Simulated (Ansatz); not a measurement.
Coupled-cluster run, AsBH4, SMILES `B[AsH2]`.

```yaml
crystal:
  periodic: [false, false, false]
  atoms:
    - {symbol: B, position_ang: [-0.022385, -0.933143, 0.127560]}
    - {symbol: As, position_ang: [0.438729, 0.981992, 0.319335]}
    - {symbol: H, position_ang: [-0.893556, -1.396678, 0.797859]}
    - {symbol: H, position_ang: [0.675987, -1.641512, -0.530917]}
    - {symbol: H, position_ang: [0.785042, 1.327978, -1.110934]}
    - {symbol: H, position_ang: [-0.941717, 1.597363, 0.350896]}
basis:
  gaussian: {orbitals: def2-TZVPP}
correlation: {method: ccsd_t}
output: {orbitals: {seedname: orbitals}}
```

```sh
$ ansatz run in.yaml --threads 2 --pin off --events-out ev --progress --plain --max-ram 4352MiB
```

Output of Ansatz, abridged:

```
Functional definition: HF
808 factors; integrals over basis functions are off by at most 1.2e-3 eV
mean field evaluation 1: about -61529.0358 eV, gradient 1.3e1 eV
mean field evaluation 2: about -61529.1206 eV, gradient 1.3e1 eV
mean field evaluation 4: about -61530.1288 eV, gradient 1.8e0 eV
mean field evaluation 8: about -61530.1441 eV, gradient 2.2e-1 eV
mean field -61530.14469272 eV, -2261.1911108275 hartree, gradient 2.0e-6 eV, S^2 0.000000; 0 other end points of the search recorded, 0 dependent functions left out
10 core orbitals not correlated: weight in the atoms' cores, before any rotation towards them, 1.000 or more for the frozen orbitals, at most 0.000 for the correlated occupied ones
reference -61530.14469272 eV, -2261.1911108275 hartree; 11, 11 occupied and 114, 114 virtual orbitals, 808 factors
second order -10.37935474 eV of doubles, -0.00000000 eV of singles
cycle   1  -10.73204152 eV  change   -3.5e-1 eV  update   8.1e-2
cycle   2  -11.10623918 eV  change   -3.7e-1 eV  update   2.5e-2
cycle   3  -11.14616342 eV  change   -4.0e-2 eV  update   1.4e-2
cycle   4  -11.13682107 eV  change    9.3e-3 eV  update   5.3e-3
cycle   5  -11.13728232 eV  change   -4.6e-4 eV  update   2.8e-3
cycle   6  -11.13637635 eV  change    9.1e-4 eV  update   9.9e-4
cycle   7  -11.13658128 eV  change   -2.0e-4 eV  update   3.4e-4
cycle   8  -11.13672856 eV  change   -1.5e-4 eV  update   1.3e-4
cycle   9  -11.13670746 eV  change    2.1e-5 eV  update   4.5e-5
cycle  10  -11.13670516 eV  change    2.3e-6 eV  update   1.6e-5
perturbative correction -0.39026469 eV, -0.0143419627 hartree
Total energy: -61541.67166257 eV, -2261.6147191563 hartree
```

It took 13 s on 2 threads of an Arm Neoverse V2 on a shared host, with 0.7 GiB of host memory at the peak.

Correlation energy per correlated electron: -0.524 eV. T1 diagnostic: 0.0140.
